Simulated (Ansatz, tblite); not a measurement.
Removing and adding an electron: CrCl3. Charge 0, multiplicity 4. Geometry: B3LYP-D4/def2-SVP. Ansatz, gas phase; energy differences of separate SCF runs; the oxidised species was run as a triplet alone; the reduced species was run as a quintet alone.

Cartesian coordinates in Å:
```
Cr 0.005 0.036 0.054
Cl 2.054 -0.576 0.160
Cl -1.519 -1.194 0.918
Cl -0.540 1.733 -1.132
```

The xTB rows come from tblite. HOMO above LUMO, or a gap near zero within one spin, warns that the state may not be the lowest or that an electron is smeared out.

```tsv
level	−HOMO (eV)	vertical IE (eV)	−LUMO (eV)	vertical EA (eV)	HOMO–LUMO gap (eV)	IE − EA (eV)	remarks
GFN1-xTB	–	14.39	–	7.95	–	6.43	–
GFN2-xTB	–	13.05	–	6.06	–	6.99	–
PBE-D4/def2-TZVP	6.48	9.63	5.51	–	0.96	–	gap within one spin near zero (+1 triplet), spin-contaminated (⟨S²⟩ 2.14) (+1 triplet)
PBE-D4/def2-TZVPD	6.53	–	5.56	2.58	0.96	–	HOMO above zero (-1 quintet)
r2SCAN-D4/def2-TZVP	7.08	10.03	5.76	–	1.31	–	spin-contaminated (⟨S²⟩ 2.24) (+1 triplet)
r2SCAN-D4/def2-TZVPD	7.10	–	5.79	2.95	1.31	–	–
PBE0-D4/def2-TZVPD	8.76	–	4.91	3.24	3.85	–	–
ωB97X-V/def2-TZVP	11.27	10.97	2.81	–	8.46	–	spin-contaminated (⟨S²⟩ 2.24) (+1 triplet)
```

Relaxing the oxidised species (B3LYP-D4/def2-SVP) changes its energy by -0.20 eV at PBE-D4/def2-TZVP, so the adiabatic ionisation energy to this nearest minimum is 9.42 eV.  Relaxing the reduced species (B3LYP-D4/def2-SVPD) changes its energy by -0.38 eV at PBE-D4/def2-TZVPD, so the adiabatic electron affinity to this nearest minimum is 2.96 eV. At PBE0-D4/def2-TZVPD it is 3.71 eV.  Run but left out: HF/def2-TZVP, PBE0-D4/def2-TZVP, BHLYP-D4/def2-TZVP, LC-ωPBE/def2-TZVP, PBE-QIDH/def2-TZVP, MP2/def2-TZVP, CCSD/def2-TZVP, CCSD(T)/def2-TZVP (charge +1 triplet: ⟨S²⟩ 2.33 to 3.80, where a pure state has 2.00); LDA (SPW92)/def2-TZVP (charge +1 triplet: an occupied level 0.15 eV above an empty one).   A HOMO above zero means that the electron is unbound at that level or that self-interaction error raises the level; the energy of removing that electron tells which. HOMO and LUMO are the levels of the spin that leaves or enters (xTB has no such levels and no spin-polarisation term). Other spin states of the ions may lie lower, which would lower the ionisation energy or raise the affinity. Raw xTB energy differences between charge states are shifted by several eV; the methods need an empirical correction for them.
